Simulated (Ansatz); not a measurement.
`C=C[SiH2]N` + HI → `N[SiH2]I` + `C=C` at 298.15 K and 1 bar (ligand exchange at the Si–C bond).

Computed with Ansatz on PBE0-D4/def2-TZVP structures; ΔE is electronic, products minus reactants. CBS: MP2 limit from def2 TZ/QZ plus the TZ coupled-cluster correction, frozen cores. This one scheme is used for every species. Elements past krypton have def2 core potentials. For I outer-core shells are correlated without core-valence functions, which leaves a few kJ/mol of doubt a bond. One conformer a species, not always the lowest.

```json
{"species": "`C=C[SiH2]N`", "CCSD(T)/CBS energy (Eh)": "-424.10479", "H − E (kJ/mol)": "243.3", "S (J/(mol·K))": "324.8"}
{"species": "HI", "CCSD(T)/CBS energy (Eh)": "-298.03592", "H − E (kJ/mol)": "22.7", "S (J/(mol·K))": "206.5"}
{"species": "`N[SiH2]I`", "CCSD(T)/CBS energy (Eh)": "-643.69654", "H − E (kJ/mol)": "132.0", "S (J/(mol·K))": "314.6"}
{"species": "`C=C`", "CCSD(T)/CBS energy (Eh)": "-78.48111", "H − E (kJ/mol)": "144.6", "S (J/(mol·K))": "218.9"}
```

H − E and S are ideal-gas, rigid-rotor, harmonic terms from PBE0-D4/def2-TZVP, for one conformer and one mirror image of each species. 1 Eh = 2625.50 kJ/mol, R = 8.31446 J/(mol·K).

Question: By hand: ΔE, ΔH, ΔS and ΔG.

Answer: ΔE = (-643.69654) + (-78.48111) − (-424.10479) − (-298.03592) = -0.03694 Eh = -97.0 kJ/mol. Δ(H − E) = 132.0 + 144.6 − 243.3 − 22.7 = 10.6, so ΔH = -86.4 kJ/mol. ΔS = 314.6 + 218.9 − 324.8 − 206.5 = 2.2 J/(mol·K). ΔG = -86.4 − 298.15 × (2.2)/1000 = -87.1 kJ/mol.

Question: By hand: the equilibrium constant, and the temperature at which ΔG would vanish if ΔH and ΔS stayed fixed.

Answer: log₁₀ K = −ΔG/(RT ln 10) = 15.3. ΔH and −TΔS have one sign here, so there is no such temperature. One of them is within its doubt of zero, so this could turn.

The number of gas molecules stays the same, so ΔS is small and ΔH decides. A doubt of 5 kJ/mol in ΔE shifts log₁₀ K by 0.9 here. Other conformers and mirror images would add mixing entropy, several J/(mol·K) or more a flexible species. These are equilibria of isolated gas molecules and say nothing of rates. Largest T1 diagnostic: 0.011 (customary marks: 0.02 for closed shells, 0.045 for open ones).
